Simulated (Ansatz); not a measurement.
Relaxation of BFH3NO (7 atoms, charge 0, multiplicity 1), to a largest force component of 0.02 eV/Å in at most 40 steps.

Level of theory: RKS BHLYP/6-31G (Ansatz 0.2.0).

```xyz
7
Properties=species:S:1:pos:R:3
B 0.000 0.000 0.000
N 0.000 0.000 1.550
H -0.877 -0.271 2.080
H 0.877 0.271 2.080
F 1.143 0.000 -0.660
O -1.221 0.000 -0.705
H -1.731 -0.847 -0.496
```

Where does it end, and by what steps?

It converged. Limits of this set-up: no polarisation functions. After 7 steps the energy has fallen by 1.025 eV; O6 moved furthest, 0.41 Å.

```tsv
step	energy less start (eV)	largest force component (eV/Å)	accepted
0	0.0000	4.648	yes
1	-0.7292	1.884	yes
2	-0.8776	1.798	yes
3	-0.9491	0.728	yes
4	-1.0062	0.620	yes
5	-1.0244	0.082	yes
6	-1.0248	0.047	yes
7	-1.0252	0.008	yes
```

```xyz
7
Properties=species:S:1:pos:R:3
B 0.003 -0.067 0.069
N -0.013 -0.026 1.469
H -0.814 -0.221 2.032
H 0.812 0.210 1.980
F 1.179 0.226 -0.567
O -1.056 -0.374 -0.740
H -1.919 -0.595 -0.395
```

Whether the end is a true minimum wasn't checked by a vibrational analysis.

Run time: 14 s on 1 thread of Arm Neoverse V2 (shared host), peak memory 0.14 GiB.
